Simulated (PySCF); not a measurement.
These compounds are isomers of formula C₄H₇F₃OSi₂.

A. `InChI=1S/C4H7F3OSi2/c5-4(6,7)10-2-3(9)1-8/h1-2H,10H2,9H3/b3-2-`
B. `InChI=1S/C4H7F3OSi2/c5-4(6,7)2-1-3-10-8-9/h2,10H2,9H3`
C. SMILES FC(/C=C(\[SiH2]C=O)[SiH3])(F)F

Spectrum 1. 1H NMR (300 MHz, computed): δ 5.18 (s, 3H), 5.16 (s, 2H), 3.17 (m, 2H). 13C{1H} NMR (computed): δ 134.1 (C), 103.4 (C), 93.8 (C), 30.2 (CH2).

Spectrum 2. 1H NMR (300 MHz, computed): δ 9.68 (s, 1H), 7.92 (m, 1H), 4.78 (m, 2H), 4.13 (s, 3H). 13C{1H} NMR (computed): δ 202.2 (CH), 171.7 (C), 162.9 (CH), 140.0 (C).

Spectrum 3. 1H NMR (300 MHz, computed): δ 12.16 (t, 1H), 7.31 (m, 1H), 4.89 (d, 2H), 4.65 (s, 3H). 13C{1H} NMR (computed): δ 252.3 (CH), 157.4 (CH), 152.9 (C), 131.1 (C).

PySCF 2.14 calculation with shielding tensors at PBE0/pcSseg-1 (GIAO) and GFN2-xTB structure; no solvent model, one computed conformer, one averaged value for each set of equivalent atoms, relativity neglected.

δ = σ(ref) − σ, references computed at the same level: 1H (σ = 31.72 ppm), 13C (σ = 186.93 ppm) vs TMS. Splittings of carbon signals by F and P are missing where no couplings were computed. Where no couplings were computed, multiplicities follow the n + 1 count of equivalent neighbours, and m marks all less simple cases (inequivalent or close neighbours, rings, F or P nearby). Shifts are as computed. Against solution values, carbons near 30 ppm lie about +3 ppm off and those near 130 ppm about +5 ppm. Of 1211 compounds with measured shifts, 218 miss one by over three times the rms of a fit or turn the order of signals round; such compounds aren't used in these exercises.

Problem. Which spectrum belongs to which compound?

Solution. 1–B, 2–A, 3–C.

- Spectrum 1 (B): 4 13C signals; δC 134.1 is a CF3 carbon; δC 103.4 is an alkyne carbon.
- Spectrum 2 (A): 4 13C signals; δC 202.2 is an aldehyde carbonyl carbon; δC 162.9 is a β carbon of a C=C–C=O unit.
- Spectrum 3 (C): 4 13C signals; δC 157.4 is an alkene CH; δC 152.9 is a fully substituted alkene carbon.
